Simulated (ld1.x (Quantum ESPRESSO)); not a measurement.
## Before and after: TM potential for tin

```json
{"Element": "Sn", "Generator": "ld1.x (Quantum ESPRESSO) 7.5", "Type": "norm-conserving Troullier–Martins (Kleinman–Bylander form)", "Functional": "BP86", "Relativity": "scalar-relativistic", "Frozen core": "[Kr]", "Valence charge": "14", "Reference configuration": "4d10 5s2 5p2", "Partial waves": "5s (bound): rc 2.15 bohr; 5p (bound): rc 2.75 bohr; 4d (bound): rc 0.95 bohr", "Local potential": "the d channel", "Core correction": "Bessel-smoothed model core inside 0.90 bohr"}
```

Change: functional BLYP.

Cutoffs: the cutoffs (Ry, on a coarse ladder) from which the occupation-weighted sum of valence levels, in a spherical-Bessel basis at the reference potential, stays within 10 and 1 mRy of its value at 400 Ry; they do not see the model core or the augmentation charge, which bear on the density cutoff. Errors are all-electron minus pseudo energies relative to the spin-unpolarised reference configuration.

How do hardness, ghosts and transferability respond?

The potential gets neither clearly harder nor softer (120 Ry and 160 Ry → 120 Ry and 160 Ry); both files keep a bound ghost (p, s); of the 7 tests that both files solve, the error grows in 0 and shrinks in 2 by more than 15 % and 0.3 meV (median size 7.9 → 7.8 meV).

```tsv
quantity	base	changed
cutoff, loose	120 Ry	120 Ry
cutoff, tight	160 Ry	160 Ry
bound ghosts	s, p	s, p
error for 4d10 5s2 5p1, meV [ΔE 7.03 → 6.80 eV]	-1.3	-1.4
error for 4d10 5s2 5p0, meV [ΔE 21.15 → 20.78 eV]	-7.9	-7.8
error for 4d10 5s1 5p0, meV [ΔE 52.33 → 51.87 eV]	-27	-25
error for 4d10 5s1 5p3, meV [ΔE 7.00 → 7.02 eV]	-0.9	-0.8
error for 4d10 5s0 5p0, meV [ΔE 93.44 → 93.25 eV]	-101	-83
error for 4d10 5s0 5p4, meV [ΔE 14.24 → 14.30 eV]	-2.6	-2.2
error for 4d9 5s2 5p3, meV [ΔE 24.41 → 24.36 eV]	-215	-211
s: phases at 2.99 bohr within 0.05 rad from the reference energy up to (Ry; the scan ends near 5)	1.4	1.4
p: phases at 2.99 bohr within 0.05 rad from the reference energy up to (Ry; the scan ends near 5)	2.4	2.5
d: phases at 2.99 bohr within 0.05 rad from the reference energy up to (Ry; the scan ends near 5)	to the end of the scan	to the end of the scan
```

Base: These tests converged, but a pseudo level misses the all-electron one widely, so the file describes the atom poorly there or has found another state: 4d10 5s0 5p0: empty 5p by 4.4 eV. A true bound ghost makes a file unfit for plane-wave use even where its test errors are small: the radial tests pick states by their node count and pass the ghost by.
